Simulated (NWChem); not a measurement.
Molecule: CH$_{6}$FNSi; SMILES N[SiH2]CF

```xyz
10

N      0.3997    -2.0568     0.0000
Si    -0.4443    -0.5426     0.0000
C      0.6443     1.0303     0.0000
F     -0.2218     2.1380     0.0000
H      0.8516    -2.4049    -0.8358
H      0.8516    -2.4049     0.8358
H     -1.2853    -0.4841     1.2233
H     -1.2853    -0.4841    -1.2233
H      1.2915     1.0998    -0.8855
H      1.2915     1.0998     0.8855
```
Atoms are numbered in this order, from 1.

Results from NWChem. Pople sets run with spherical d functions. Geometry: optimised at B3LYP/6-31G* (spherical d). Level: B3LYP/6-31G* with SMD (1 M gas to 1 M solution), gas-phase geometry. Reactions with the solvent are ignored.

For solvent toluene:

```yaml
cavity-dispersion-structure term (kcal/mol): 0.8
dipole in solution (D): 3.47
```

Question: How do the values read with solvent water instead?

Answer: 
* **cavity-dispersion-structure term (kcal/mol)**: 4.3
* **dipole in solution (D)**: 3.85
